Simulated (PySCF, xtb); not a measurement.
C4H8OSi, SMILES C[SiH]1CC(=O)C1.

The structure is a stationary point at B3LYP-D3(BJ)/def2-SVP. This is a generated structure with no PubChem entry under its InChIKey; it may be hypothetical.

These are IEF-PCM-B3LYP/def2-SVP in PySCF values and carry that method's errors.

The values are the electrostatic part of the solvation free energy, E(continuum) − E(gas) at the gas-phase geometry, in a cavity of scaled van der Waals radii (PySCF's table); cavitation and dispersion terms are not included. In vacuum the orbital gap is 5.98 eV. The dipole moment in vacuum is 3.73 D.

**Question.** Estimate the values in water (ε = 78.36), 2-propanol (ε = 19.26), diethylether (ε = 4.24). (An estimate is asked for; the answer gives what the named calculation found.)

**Answer.** 
```json
[
 {"solvent": "water", "ε": "78.36", "ΔG(elec) (kcal/mol)": "-5.3", "dipole (D)": "4.84", "gap (eV)": "6.11"},
 {"solvent": "2-propanol", "ε": "19.26", "ΔG(elec) (kcal/mol)": "-5.0", "dipole (D)": "4.77", "gap (eV)": "6.11"},
 {"solvent": "diethylether", "ε": "4.24", "ΔG(elec) (kcal/mol)": "-3.6", "dipole (D)": "4.48", "gap (eV)": "6.07"}
]
```

For comparison, GFN2-xTB/ALPB(water) (xtb, at the GFN2-xTB geometry, all terms of that model) gives -4.2 kcal/mol.
